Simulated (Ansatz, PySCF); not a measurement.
System: dichloro(methoxy)borane, CH$_{3}$BCl$_{2}$O (charge 0, singlet). 
Structure (B3LYP-D3(BJ)/def2-TZVP (Ansatz, a quantum-chemistry and plane-wave program) minimum search):
```
O
B 1 1.3331
C 1 1.4311 2 124.30
H 3 1.0869 1 106.74 2 -180.00
H 3 1.0897 4 109.93 1 -119.80
H 3 1.0897 4 109.93 5 -120.41
Cl 2 1.7603 1 118.47 3 180.00
Cl 2 1.7721 1 122.36 3 0.00
```

Dipole moments at this geometry, in debye (magnitudes).

```tsv
level	program	dipole (D)
BHLYP/def2-TZVPD	Ansatz	___
r2SCAN0/def2-TZVPD	Ansatz	2.46
M06-2X/def2-TZVPD	PySCF	2.48
LC-wPBE/def2-TZVPD	Ansatz	2.54
wB97M-V/def2-TZVPD	Ansatz	2.46
CCSD(T)/aug-cc-pV(D+d)Z	Ansatz	___
```

Problem. Some entries are withheld; supply them.

Solution. 
- BHLYP/def2-TZVPD, dipole (D): 2.50
- CCSD(T)/aug-cc-pV(D+d)Z, dipole (D): 2.49
